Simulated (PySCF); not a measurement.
**Correlation energy of Ar⁺ (argon, charge +1)**

[Ne] 3s1 3p5 3d1, one real determinant (an excited configuration). Computed with PySCF 2.14 in aug-cc-pwCVDZ, with the non-relativistic Hamiltonian (point nucleus). Frozen: [Ne]; 7 electrons correlated.

MP2 pair energies summed by pair of shells (mhartree):

| pair | energy | share (%) |
| --- | --- | --- |
| 3p-3p | -125.89 | 87.3 |
| 3s-3p | -10.03 | 7.0 |
| 3p-3d | -7.44 | 5.2 |
| 3s-3d | -0.80 | 0.6 |

Total MP2 correlation energy: -144.17 mhartree.

Same-spin part -27.12 and opposite-spin part -117.05 mhartree; SCS-MP2 scales them by 1/3 and 6/5 to -149.50 mhartree.

The reference is one real determinant that mixes LS terms of this configuration.
